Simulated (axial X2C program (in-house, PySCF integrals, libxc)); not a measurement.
## CsAs: cheaper levels and CCSD(T), 2c

Computed with an in-house all-electron X2C program for linear molecules (integrals from PySCF). Two-component (2c) means X2C with spin–orbit coupling and atomic mean-field two-electron Coulomb and Gaunt terms. Basis: Cs dyall-cv3z [15s15p9d4f1g], As dyall-cv3z [9s9p6d4f1g] (cores contracted in-house); Gaussian nuclei, density fitting, unrestricted open shells. Masses: Cs 132.905 u, As 74.922 u.

State: Ω = 1 (⟨Sz⟩ = 0.97, ⟨Lz⟩ = 0.03 at HF); fragments Cs + As.

```
level  Re (Å)  ωe (cm⁻¹)  De (eV)
 PBE0   3.369      115.9     1.33
   HF   3.503      109.3    0.329
  MP2   3.405      117.4    0.936
 CCSD   3.419      115.7     1.02
  LDA   3.300      120.3     1.68
```

Correlated methods: 14 electrons correlated (number of frozen shells: Cs 4 s, 3 p, 2 d; As 3 s, 2 p, 1 d), 330 virtual spin orbitals or spinors in MP2, 90 natural virtuals in coupled cluster.

CCSD(T), same Hamiltonian and basis:

Re = 3.414 Å, ωe = 115.7 cm⁻¹, De = 1.04 eV; T1 = 0.010 (Lee–Taylor normalisation).

**Question.** Give the differences from CCSD(T) in the columns below.

**Answer.** 

| level | ΔRe (Å) | Δωe (cm⁻¹) | ΔDe (eV) |
| --- | --- | --- | --- |
| PBE0 | -0.045 | 0.2 | 0.29 |
| HF | 0.089 | -6.4 | -0.71 |
| MP2 | -0.009 | 1.7 | -0.10 |
| CCSD | 0.005 | 0.0 | -0.02 |
| LDA | -0.114 | 4.6 | 0.64 |

The state is a single determinant with fixed occupations, the lowest that a limited PBE0 search found. Dissociation energies refer to the lowest single-determinant-based atoms at the same level and basis. Density functionals use the spin component along the axis (collinear). Coupled cluster ran in a truncated set of natural virtual spinors; the MP2 energy of the rest was added. (T) has no such correction and the atoms are truncated less, which lowers De at CCSD(T) by a hundredth of an eV or more. Other states lie close and PBE0, whose exact exchange favours high spin, may order them wrongly; the determinant shown need not be the ground state. The nearest other 2c determinant of the search, Ω = 2, lies 0.27 eV up at the distance of the search. With several unpaired electrons one determinant need not be a pure state. Open-shell Ω = 0 determinants with evenly filled partner blocks cannot be reached by this program, so the Ω shown need not be the lowest component. This is the Ω = 1 component of a π² triplet; the 0⁺ component is not one determinant and can lie lowest.
